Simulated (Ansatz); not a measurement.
H3Ga, triplet, at a GFN2-xTB geometry of the parent state (such geometries of metal compounds can be far from the true shape) (a higher spin typed on purpose: for a closed-shell molecule this is an excited state); SVWN5/cc-pVDZ (Ansatz, a first-principles code).

The Ansatz input:
Ansatz 0.2 input:
```yaml
crystal:
  periodic: [false, false, false]
  atoms:
    - {symbol: Ga, position_ang: [0.00000000, -0.00000000, 0.00000000]}
    - {symbol: H, position_ang: [0.66218224, -0.42756453, 1.35383279]}
    - {symbol: H, position_ang: [-0.30059287, 1.51137788, -0.28202977]}
    - {symbol: H, position_ang: [-0.36158937, -1.08381336, -1.07180302]}
basis:
  gaussian:
    orbitals: cc-pVDZ
hamiltonian:
  xc: {name: SVWN5}
magnetization: {spin_polarized: true, initial_magnetization: 2}
```

**Question.** Write the output that Ansatz gives for this input, abridged.

**Answer.** 
```
Functional definition: SVWN5
450 factors; integrals over basis functions are off by at most 9.5e-4 eV
mean field evaluation 1: about -52336.5839 eV, gradient 9.5e0 eV
mean field evaluation 2: about -52335.1313 eV, gradient 1.4e1 eV
mean field evaluation 4: about -52336.5692 eV, gradient 7.3e0 eV
mean field evaluation 8: about -52336.8593 eV, gradient 5.5e0 eV
mean field evaluation 16: about -52337.2046 eV, gradient 4.2e-3 eV
mean field evaluation 32: about -52337.2046 eV, gradient 1.1e-3 eV
mean field -52337.20462796 eV, -1923.3567946461 hartree, gradient 7.3e-6 eV, S^2 2.001672; 4 other end points of the search recorded, 0 dependent functions left out
reference -52337.20466065 eV, -1923.3567958476 hartree; 18, 16 occupied and 24, 26 virtual orbitals, 450 factors
Total energy: -52337.20466065 eV, -1923.3567958476 hartree
```
